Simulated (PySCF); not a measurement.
C2H4BF3, SMILES FCB(F)CF.

Geometry: B3LYP-D3(BJ)/def2-SVP. This is a generated structure with no PubChem entry under its InChIKey; it may be hypothetical. The values are those of a single conformer.

Two levels are set side by side: PBE/def2-TZVP (PySCF) and CAM-B3LYP/def2-TZVP (PySCF). Same geometry, gas phase. Differences are taken from unrounded values.

```tsv
quantity	PBE
orbital gap (eV)	5.38
highest occupied level (eV)	-7.07
lowest empty level (eV)	-1.69
dipole moment (D)	1.56
mean polarisability (bohr³)	40.4
```

**Question.** These are the PBE values. What does CAM-B3LYP give? (Estimate from the structure and the level; the computed values follow.)

**Answer.** 
```tsv
quantity	CAM-B3LYP	PBE minus CAM-B3LYP
orbital gap (eV)	10.71	-5.33
highest occupied level (eV)	-10.26	3.19
lowest empty level (eV)	0.44	-2.13
dipole moment (D)	1.75	-0.19
mean polarisability (bohr³)	38.0	2.4
```

Without exact exchange PBE keeps part of each electron's self-repulsion, which lifts occupied levels and narrows the gap. PBE's more diffuse valence density responds more strongly to a field. Differences between two approximate levels are no errors against the true value.

Rough cost on one machine, each run with all the roots and properties that it gave: CAM-B3LYP against PBE within a factor of 2.
